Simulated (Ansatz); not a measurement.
Stepwise reaction of `SB(S)Cl` with methanol, as a gas-phase model of exchange steps in deposition or etching. ΔE in kJ/mol.

Computed with Ansatz on PBE0-D4/def2-TZVP structures; ΔE is electronic, products minus reactants. CCSD(T)/CBS adds triple-zeta CCSD(T) − MP2 to the extrapolated MP2 energy (def2 sets, frozen cores). This one scheme is used for every species. DFT in def2-TZVPP. B3LYP here is the variant with VWN-RPA as its local correlation; programs differ in this. Each species was taken in one conformer, which may not be the lowest.

```csv
step,reaction,PBE-D4,B3LYP-D4,ωB97M-V,CCSD(T)/CBS
1,`SB(S)Cl` + CH₃OH → `COB(S)Cl` + H₂S,-54.5,-66.9,-67.9,-63.4
2,`COB(S)Cl` + CH₃OH → `COB(Cl)OC` + H₂S,-54.6,-67.2,-67.8,-64.7
```

Task: By hand: ΔE of the 2 steps together at CCSD(T)/CBS.

Result: (-63.4) + (-64.7) = -128.1 kJ/mol, or -64.0 kJ/mol a step.

In ΔE the steps differ by no more than 1.3 kJ/mol. All are downhill at CCSD(T)/CBS. PBE-D4 differs from CCSD(T)/CBS by 8.9 to 10.1 kJ/mol a step. Isolated molecules leave out the surface, adducts and barriers. Largest T1 diagnostic: 0.013.
